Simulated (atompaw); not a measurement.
Reading a pseudo-wave (Cu (Z = 29))

Columns: radius, all-electron u(r) and pseudo u(r) of the 4p shell (level -0.78 eV) of copper in the configuration [Ar] 3d10 4s1 4p0; LDA (PW92), scalar-relativistic, PAW (atompaw) scheme, atompaw 4.2.0.5.

```json
{"r (bohr)": "0.098", "all-electron": "0.0777", "pseudo": "0.0007"}
{"r (bohr)": "0.196", "all-electron": "0.0496", "pseudo": "0.0029"}
{"r (bohr)": "0.294", "all-electron": "-0.0345", "pseudo": "0.0066"}
{"r (bohr)": "0.392", "all-electron": "-0.1029", "pseudo": "0.0119"}
{"r (bohr)": "0.490", "all-electron": "-0.1358", "pseudo": "0.0187"}
{"r (bohr)": "0.588", "all-electron": "-0.1368", "pseudo": "0.0273"}
{"r (bohr)": "0.687", "all-electron": "-0.1156", "pseudo": "0.0377"}
{"r (bohr)": "0.785", "all-electron": "-0.0814", "pseudo": "0.0498"}
{"r (bohr)": "0.883", "all-electron": "-0.0407", "pseudo": "0.0639"}
{"r (bohr)": "0.981", "all-electron": "0.0026", "pseudo": "0.0799"}
{"r (bohr)": "1.079", "all-electron": "0.0458", "pseudo": "0.0978"}
{"r (bohr)": "1.177", "all-electron": "0.0875", "pseudo": "0.1177"}
{"r (bohr)": "1.275", "all-electron": "0.1270", "pseudo": "0.1394"}
{"r (bohr)": "1.373", "all-electron": "0.1637", "pseudo": "0.1628"}
{"r (bohr)": "1.471", "all-electron": "0.1977", "pseudo": "0.1875"}
{"r (bohr)": "1.569", "all-electron": "0.2288", "pseudo": "0.2134"}
{"r (bohr)": "1.667", "all-electron": "0.2572", "pseudo": "0.2398"}
{"r (bohr)": "1.765", "all-electron": "0.2830", "pseudo": "0.2662"}
{"r (bohr)": "1.863", "all-electron": "0.3064", "pseudo": "0.2920"}
{"r (bohr)": "1.962", "all-electron": "0.3276", "pseudo": "0.3167"}
{"r (bohr)": "2.060", "all-electron": "0.3465", "pseudo": "0.3393"}
{"r (bohr)": "2.158", "all-electron": "0.3634", "pseudo": "0.3594"}
{"r (bohr)": "2.256", "all-electron": "0.3784", "pseudo": "0.3768"}
{"r (bohr)": "2.354", "all-electron": "0.3918", "pseudo": "0.3913"}
{"r (bohr)": "2.452", "all-electron": "0.4035", "pseudo": "0.4035"}
{"r (bohr)": "2.550", "all-electron": "0.4137", "pseudo": "0.4137"}
```

(1) How many radial nodes do the two functions have?

(2) Is the pseudo-wave norm-conserving?

## Answers

(1) The all-electron 4p function has n − l − 1 = 2; the pseudo-wave has 0, since the states of the same l below it are removed with the core.

(2) No, it belongs to a PAW set: the norm inside the radius is not constrained, and the difference is carried by the augmentation charge.
